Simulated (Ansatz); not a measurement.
`OC[SiH2]F`: the same geometry under several functionals.

```yaml
crystal:
  periodic: [false, false, false]
  atoms:
    - {symbol: O, position_ang: [-0.029669, 1.371592, -1.068609]}
    - {symbol: C, position_ang: [-0.394214, 0.764940, 0.164666]}
    - {symbol: Si, position_ang: [0.435768, -0.904114, 0.380050]}
    - {symbol: F, position_ang: [0.052510, -1.765959, -0.922605]}
    - {symbol: H, position_ang: [-0.274593, 0.777323, -1.783130]}
    - {symbol: H, position_ang: [-1.485683, 0.678577, 0.268078]}
    - {symbol: H, position_ang: [-0.065319, 1.443270, 0.958292]}
    - {symbol: H, position_ang: [-0.063025, -1.627581, 1.577863]}
    - {symbol: H, position_ang: [1.912824, -0.784346, 0.408294]}
basis:
  gaussian: {orbitals: def2-TZVPP}
hamiltonian: {xc: {name: r2SCANh}, dispersion: d4}
output: {orbitals: {seedname: orbitals}}
```

```sh
$ ansatz run in.yaml --threads 2 --pin off --events-out ev --progress --plain --max-ram 4352MiB
```

It prints (some lines left out):

```
Functional definition: r2SCANh
1070 factors; their error is unknown
mean field evaluation 1: about -13754.3162 eV, gradient 5.8e1 eV
mean field evaluation 2: about -13746.4599 eV, gradient 8.8e1 eV
mean field evaluation 4: about -13760.2915 eV, gradient 4.4e0 eV
mean field evaluation 8: about -13760.3294 eV, gradient 9.1e-2 eV
mean field evaluation 16: about -13760.3233 eV, gradient 2.7e-5 eV
mean field -13760.32328676 eV, -505.6825537062 hartree, gradient 2.7e-5 eV, S^2 0.000000; 0 other end points of the search recorded, 0 dependent functions left out
reference -13760.32329691 eV, -505.6825540792 hartree; 21, 21 occupied and 184, 184 virtual orbitals, 1070 factors
Total energy: -13760.35923042 eV, -505.6838746116 hartree
```

Hardware: 2 threads of an Arm Neoverse V1 on a shared host. Wall time 6 s, peak host memory 0.4 GiB.

With the line `hamiltonian: {xc: r2scan, dispersion: d4}` and forces (abridged; 6 s):

```
Functional definition: r2SCAN
mean field evaluation 16: about -13760.6781 eV, gradient 2.7e-4 eV
mean field -13760.67808021 eV, -505.6955921249 hartree, gradient 3.4e-5 eV, S^2 0.000000
Total energy: -13760.71223307 eV, -505.6968472197 hartree
Atom 0 force     0.118558     0.194891    -0.282002 eV/Å
Atom 1 force    -0.063962    -0.181480     0.323712 eV/Å
Atom 2 force     0.024990    -0.015043     0.036128 eV/Å
Atom 3 force    -0.009913    -0.001116    -0.032237 eV/Å
Atom 4 force    -0.015530    -0.041762    -0.022736 eV/Å
Atom 5 force    -0.020828     0.013574     0.007983 eV/Å
Atom 6 force    -0.019473     0.015776    -0.017425 eV/Å
Atom 7 force     0.013078     0.012297    -0.015113 eV/Å
Atom 8 force    -0.026919     0.002863     0.001689 eV/Å
Dipole moment:    -0.129574    -0.023204     0.198023 e Å
```

The same input with `hamiltonian: {xc: hse06, dispersion: d4}` (abridged; 3.4 s):

```
Functional definition: HSE06
mean field -13754.27861238 eV, -505.4604160201 hartree, gradient 7.8e-5 eV, S^2 0.000000
Total energy: -13754.38869180 eV, -505.4644613640 hartree
```

Changing it to `hamiltonian: {xc: {name: wB97X-V}}` (abridged; 9.5 s):

```
Functional definition: wB97X-V
mean field evaluation 16: about -13761.0699 eV, gradient 4.9e-5 eV
mean field -13761.06986218 eV, -505.7099898468 hartree, gradient 4.9e-5 eV, S^2 0.000000
Total energy: -13761.06986034 eV, -505.7099897794 hartree
```

Changing it to `hamiltonian: {xc: pbe0, dispersion: d4}` (abridged; 3.2 s):

```
Functional definition: PBE0
mean field evaluation 16: about -13754.7296 eV, gradient 4.7e-5 eV
mean field -13754.72955034 eV, -505.4769876843 hartree, gradient 4.7e-5 eV, S^2 0.000000
Total energy: -13754.84860200 eV, -505.4813627521 hartree
```

With the line `hamiltonian: {xc: {name: revPBE}, dispersion: d4}` (abridged; 2.4 s):

```
Functional definition: revPBE
mean field evaluation 16: about -13760.5185 eV, gradient 3.1e-5 eV
mean field -13760.51852919 eV, -505.6897287334 hartree, gradient 3.1e-5 eV, S^2 0.000000
Total energy: -13760.98867047 eV, -505.7070061066 hartree
```

HSE06 is the plane-wave form, built on full-range PBE exchange.
